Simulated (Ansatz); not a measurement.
Ansatz (a quantum-chemistry and plane-wave program) input:

Ansatz 0.2 input:
```yaml
crystal:
  periodic: [false, false, false]
  atoms:
    - {symbol: Ce, position_ang: [0.03012061, 0.11674394, 0.06311821]}
    - {symbol: O, position_ang: [1.18509916, -0.17020471, -1.31438552]}
    - {symbol: O, position_ang: [-1.40347359, -0.67618887, 0.85677852]}
basis:
  gaussian:
    orbitals: def2-TZVPP
hamiltonian:
  xc: pbe
magnetization: {spin_polarized: false}
correlation: {method: rpa, electrons: outside_noble_gas}
```

**Question.** Predict the final energy.

**Answer.** -624.24762 Eh (RPA@PBE/def2-TZVPP). The basis has 164 functions. The run takes roughly 21 core-seconds.
